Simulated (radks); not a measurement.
Numerical settings for the hafnium ion Hf2+, [Xe] 4f14 5d2. Method: Dirac Kohn-Sham, PBE, spin-unpolarised, spherical densities, finite nucleus; open shells fill j = l - 1/2 first; Fermi nuclear charge, rms radius 5.347 fm; computed with a radial shooting solver on a logarithmic mesh with Libxc functionals. The defaults (mesh step 0.008 in ln r, mesh end at 40 bohr or more with all orbitals vanishing there, Anderson mixing 0.5 over 9 steps, residual threshold near 1e-9 with the energy settled to 1e-9 hartree or 1e-11 of itself, here a cap of 50 iterations) give E = -15094.8223 hartree and 5d3/2 at -16.901 eV in 16 iterations. Run on one thread of a shared host, so times are rough (Arm Neoverse V1): 0.19 s of CPU time, 0.19 s wall, 16 iterations on 2254 mesh points. Changes against that run (0 stands for a change within the tolerance of the run):

setting,iterations,converged,E (mhartree),e(5d3/2) (meV),CPU (s)
mesh step in ln r 0.12,4,no,diverged,-,0.01
mesh step in ln r 0.012,16,yes,0,0,0.13
mesh step in ln r 0.02,16,yes,0,0,0.09
mesh end (bohr) 2,14,level above zero,+7.13e+03,+5.45e+04,0.12
mesh end (bohr) 20,16,yes,0,0,0.19
residual threshold 0.001,11,yes,0,+0.0363,0.15
residual threshold 0.1,11,yes,0,+0.0363,0.15
mixing 1,15,yes,0,0,0.17
"linear mixing, mixing 1",50,no,+7.23e+05,+1.34e+04,1.6
"linear mixing, mixing 0.5",44,yes,0,0,0.39
mixing history 2,28,yes,0,0,0.26
iteration cap 2,2,no,+3.83e+03,-2.18e+04,0.04

Settled on a wrong energy, with an occupied level pushed above zero by the early mesh end: mesh end (bohr) 2 (+7.13 hartree). Apart from these: no run marked as converged misses the energy by more than 1 mhartree. A mesh that ends early acts as a hard wall.
